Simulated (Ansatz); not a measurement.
(CdSe)5 ring (Cd5Se5). Charge 0, multiplicity 3. Geometry r2SCAN-D4/def2-SVP, that of the neutral singlet; atoms count from 1.

```xyz
10

Cd    1.452    2.599    0.203
Se   -0.494    3.531    1.378
Cd   -0.823    1.376    2.508
Se   -1.114   -0.815    3.576
Cd   -1.937   -1.750    1.458
Se   -2.832   -2.696   -0.621
Cd   -0.835   -2.158   -1.950
Se    1.029   -1.745   -3.495
Cd    2.126   -0.015   -2.142
Se    3.428    1.671   -0.915
```

In the def2 sets Cd takes a core potential; there is no spin–orbit coupling. The gap within one spin of the charge 0 triplet nearly closes, so an electron or hole may be smeared out by delocalisation error. At PBE-D4/def2-SVP a singlet of charge 0 lies 2.73 eV below the triplet at the same geometry.

(1) Estimate the Mulliken populations from the PBE/def2-SVP orbitals of Ansatz.

(2) Where does the spin sit?

(3) And the Mayer bond orders between bonded heavy atoms (over 0.3)?

Results:

(1) 
```csv
atom,charge (e),spin (α − β),d electrons
Cd1,0.28,0.09,10.00
Se2,-0.31,0.14,–
Cd3,0.30,0.06,10.00
Se4,-0.30,0.18,–
Cd5,0.28,0.10,10.00
Se6,-0.27,0.37,–
Cd7,0.27,0.14,10.00
Se8,-0.25,0.44,–
Cd9,0.27,0.14,10.00
Se10,-0.27,0.34,–
```
Mulliken values and Mayer orders depend strongly on the basis.

(2) Summed by element: Cd 0.52, Se 1.48, of 2 unpaired in all. Largest on single atoms: Se8 0.44, Se6 0.37, Se10 0.34.

(3) Cd1–Se2 0.94 (2.46 Å); Cd1–Se10 0.88 (2.45 Å); Se2–Cd3 0.94 (2.46 Å); Cd3–Se4 0.92 (2.45 Å); Se4–Cd5 0.93 (2.46 Å); Cd5–Se6 0.87 (2.45 Å); Se6–Cd7 0.85 (2.46 Å); Cd7–Se8 0.84 (2.46 Å); Se8–Cd9 0.84 (2.46 Å); Cd9–Se10 0.87 (2.46 Å).
